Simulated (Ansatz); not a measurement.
C$_{2}$H$_{7}$ClSi$_{2}$, SMILES `C=C(Cl)[SiH2][SiH3]`, relaxed with RKS PBE0-D4/def2-TZVP in Ansatz from a PBE-D4/def2-SVP geometry. The force threshold is 0.005 eV/Å; the program also tests the step.

Charge 0, multiplicity 1.

Start:

```xyz
12

C     0.284   -0.672   -2.311
C     0.530    0.089   -1.229
Cl    0.770    1.828   -1.394
Si    0.623   -0.499    0.567
Si   -0.969    0.681    1.837
H     0.227   -0.251   -3.328
H     0.133   -1.756   -2.184
H     0.356   -1.982    0.589
H     2.006   -0.238    1.103
H    -2.332    0.518    1.219
H    -0.619    2.142    1.887
H    -1.009    0.141    3.243
```

| step | energy (eV) | largest force (eV/Å) | largest move (Å) |
| --- | --- | --- | --- |
| 1 | -30453.6165 | 0.637 | 0.000 |
| 2 | -30453.6617 | 0.188 | 0.041 |
| 3 | -30453.6645 | 0.138 | 0.042 |
| 4 | -30453.6660 | 0.095 | 0.024 |
| 5 | -30453.6661 | 0.067 | 0.042 |
| 6 | -30453.6665 | 0.025 | 0.009 |
| 7 | -30453.6666 | 0.010 | 0.005 |
| 8 | -30453.6666 | 0.013 | 0.012 |
| 9 | -30453.6666 | 0.005 | 0.005 |
| 10 | -30453.6667 | 0.002 | 0.005 |
| 11 | -30453.6667 | 0.004 | 0.006 |
| 12 | -30453.6667 | 0.003 | 0.006 |

End:

```xyz
12

C     0.262   -0.658   -2.273
C     0.559    0.099   -1.226
Cl    0.892    1.796   -1.442
Si    0.626   -0.476    0.556
Si   -0.978    0.663    1.825
H     0.216   -0.263   -3.283
H     0.056   -1.713   -2.131
H     0.367   -1.941    0.562
H     1.986   -0.213    1.097
H    -2.325    0.465    1.226
H    -0.674    2.116    1.874
H    -0.986    0.124    3.212
```

It took 22 s on 4 threads of an AMD EPYC 9R45 on a shared host, with 0.67 GiB of host memory at the peak.
